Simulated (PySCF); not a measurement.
# Unknown compound

Molecular formula: C₆H₇OP₃. Simulated spectra:

1H NMR (300 MHz, computed): δ 11.05 (m, 1H), 3.61 (m, 3H), 2.96 (s, 3H).

13C{1H} NMR (computed): δ 218.3 (C), 204.4 (C), 202.3 (C), 188.0 (CH), 33.3 (CH3), 29.9 (CH3).

[PySCF 2.14: PBE0/pcSseg-1 with gauge-including orbitals; geometry: GFN2-xTB; fast rotation and ring inversion assumed for equivalent nuclei; non-relativistic; in vacuum; a single conformation]

Shifts are taken against calculated references (same method and geometry level): 1H (σref 31.72) and 13C (σref 186.93) vs TMS.

Task: Propose a structure and justify it.

Result: 
6 carbon signals for 6 carbons: no two carbons are equivalent. Carbon types of the structure: 3 × C, 1 × CH, 2 × CH3, which accounts for all hydrogens. δC 218.3, 202.3: substituted aromatic carbon. δC 204.4: ketone carbonyl carbon; low-lying n→π* states of the double bond to the heteroatom give a large paramagnetic term (-265 ppm). δC 188.0: aromatic CH. δC 33.3: methyl carbon on an aromatic ring; saturated and bonded to C and H only. δC 29.9: methyl carbon α to a carbonyl; the adjacent C=O deshields it moderately. δH 11.05: hydrogen on an aromatic CH; the ring current deshields protons in the ring plane. δH 2.96: hydrogen on a methyl carbon α to a carbonyl; α to C=O.

The compound is SMILES CC(=O)c1pcpc(C)p1.

The data come from this structure; uniqueness wasn't tested.

Splittings by 31P in the carbon and heteronuclear signals aren't shown, as no couplings were computed. Shifts are as computed. Against solution values, carbons near 30 ppm lie about +3 ppm off and those near 130 ppm about +5 ppm. Of 1211 compounds with measured shifts, 218 miss one by over three times the rms of a fit or turn the order of signals round; such compounds aren't used in these exercises. Multiplicities follow the n + 1 count of equivalent neighbours, as no J values were calculated; m marks all less simple cases, F and P coupling included.
